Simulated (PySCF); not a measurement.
**Telling isomers of C5H7F3 apart by NMR**

PySCF 2.14.0 with density-fitted response routines calculation with shielding tensors at PBE0/pcSseg-1 (GIAO) and GFN2-xTB geometry; gas phase, one conformer, no relativistic terms, averaged over atoms made equivalent by symmetry, fast rotation or ring inversion.

Scale: TMS for $^{1}$H (31.72 ppm), $^{13}$C (186.93 ppm) (reference shieldings calculated alike). Splittings of carbon signals by F and P are missing where no couplings were computed. Where no couplings were computed, multiplicities follow the n + 1 count of equivalent neighbours, and m marks all less simple cases (inequivalent or close neighbours, rings, F or P nearby). Shifts are as computed. Against solution values, carbons near 30 ppm lie about +3 ppm off and those near 130 ppm about +5 ppm. Of 1211 compounds with measured shifts, 218 miss one by over three times the rms of a fit or turn the order of signals round; such compounds aren't used in these exercises.

(1) Tabulate the signals of `C/C(=C\C(F)F)CF`, `CCCC(F)=C(F)F`, `C[C@@H]1C[C@H]1C(F)(F)F` and their relative energies.

(2) What is the quickest way to tell C/C(=C\C(F)F)CF from CCCC(F)=C(F)F?

(3) What is the quickest way to tell CCCC(F)=C(F)F from C[C@@H]1C[C@H]1C(F)(F)F?

(4) What is the quickest way to tell C/C(=C\C(F)F)CF from C[C@@H]1C[C@H]1C(F)(F)F?

Answers

(1) 
```tsv
SMILES	carbon types	δC	δH	E rel. (kcal/mol)
C/C(=C\C(F)F)CF	1×C 2×CH 1×CH2 1×CH3	156.6, 123.0, 118.6, 87.9, 14.5	6.54 (m, 1H), 6.15 (m, 1H), 5.16 (m, 2H), 2.08 (s, 3H)	15.8
CCCC(F)=C(F)F	2×C 2×CH2 1×CH3	166.3, 139.9, 34.2, 26.4, 16.7	2.24 (m, 2H), 1.66 (m, 2H), 1.12 (t, 3H)	22.5
C[C@@H]1C[C@H]1C(F)(F)F	1×C 2×CH 1×CH2 1×CH3	136.1, 23.9, 19.7, 14.0, 12.5	1.19 (m, 3H), 1.17 (m, 1H), 1.01 (m, 1H), 0.99 (m, 1H), 0.42 (m, 1H)	0.0
```

Energies are electronic energies at PBE0/pcSseg-1 on these geometries, without zero-point or thermal terms, each for the one conformer computed, which needn't be the lowest.

(2) Both give the same number of carbon signals, but DEPT or the intensities differ. The first has an alkene CH at 123.0 ppm, the second an sp3 CH2 at 26.4 ppm. Their most deshielded carbons lie at 156.6 and 166.3 ppm. In the proton spectra the most deshielded non-exchanging signals are 6.54 (m, 1H) and 2.24 (m, 2H).

(3) Both give the same number of carbon signals, but DEPT or the intensities differ. The first has a fully substituted alkene carbon (C) at 166.3 ppm, the second a three-membered-ring carbon (CH) at 23.9 ppm. Their most deshielded carbons lie at 166.3 and 136.1 ppm. In the proton spectra the most deshielded non-exchanging signals are 2.24 (m, 2H) and 1.19 (m, 3H).

(4) Both give the same number of carbon signals, with the same numbers of each carbon type, so the positions decide. The first has an alkene CH at 123.0 ppm, the second a three-membered-ring carbon (CH) at 23.9 ppm. Their most deshielded carbons lie at 156.6 and 136.1 ppm. In the proton spectra the most deshielded non-exchanging signals are 6.54 (m, 1H) and 1.19 (m, 3H).
